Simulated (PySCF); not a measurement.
B3LYP has the VWN-RPA correlation part, as in Gaussian. 

```xyz
9

C     -1.1056    -0.0004    -0.0929
B      0.4484    -0.1289     0.0982
O      1.3377     0.8343    -0.3077
O      0.9689    -1.2360     0.6964
H     -1.3653     0.1688    -1.1428
H     -1.6327    -0.8922     0.2467
H     -1.4975     0.8552     0.4670
H      0.9182     1.5898    -0.7220
H      1.9279    -1.1906     0.7570
```

Charge 0, multiplicity 1.

**Question.** Give the Mulliken and meta-Löwdin atomic charges from B3LYP-D3(BJ)/def2-TZVP // PBE0-D4/def2-TZVP (PySCF).

**Answer.** 
| atom | Mulliken (e) | meta-Löwdin (e) |
|---|---|---|
| C1 | -0.44 | -0.48 |
| B2 | 0.29 | 0.47 |
| O3 | -0.43 | -0.54 |
| O4 | -0.42 | -0.52 |
| H5 | 0.12 | 0.12 |
| H6 | 0.13 | 0.13 |
| H7 | 0.12 | 0.12 |
| H8 | 0.32 | 0.35 |
| H9 | 0.32 | 0.35 |
